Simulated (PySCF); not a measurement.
Molecule: SMILES C(C)C(=C=O)OC, C$_{5}$H$_{8}$O$_{2}$.

Bonds (- single, = double, # triple, : aromatic): C1-C2, C2-C3, C3=C4, C4=O5, C3-O6, O6-C7. C1 carries H8, H9, H10; C2 carries H11, H12; C7 carries H13, H14, H15.

Frames of a GFN2-xTB Langevin trajectory at 300 K; GIAO PBE0/pcSseg-1 shieldings in PySCF 2.14.0 with density-fitted response routines, gas phase, non-relativistic; equivalent atoms averaged within each frame.

Shifts are taken against calculated references (same method and geometry level): TMS for ¹³C (σ = 186.93 ppm) and ¹H (σ = 31.72 ppm); ¹⁷O (σ = 336.08 ppm) vs H2O. The references are static minima.

Task: How do the shifts (ppm) fluctuate along the trajectory?

Result: 
```
         time (fs)     C4     C3    C7    C2    C1     O5     O6  H13/H14/H15  H11/H12  H8/H9/H10
               250  292.7  113.1  63.2  26.1  23.6  679.1  -20.9         3.92     2.18       2.04
               425  234.6  104.6  64.1  32.0  20.4  519.4   10.0         4.27     3.45       1.34
               625  239.5   84.7  62.5  33.3  11.7  520.8   27.5         3.57     2.65       0.53
               800  249.7   80.4  63.2  23.2  22.0  551.5  -21.1         3.65     2.31       2.25
              1000  268.3  111.6  66.9  30.7  11.6  610.1  -29.2         4.07     2.99       1.32
    mean of frames  257.0   98.9  64.0  29.1  17.9  576.2   -6.8         3.90     2.72       1.50
standard deviation   23.8   15.3   1.7   4.3   5.8   68.3   24.3         0.29     0.52       0.68
```

5 frames give an uncertainty of the mean of about the standard deviation over 2.2 at best, since frames this close in time may not be independent; classical motion lacks zero-point vibration, and the reference would need the same averaging.
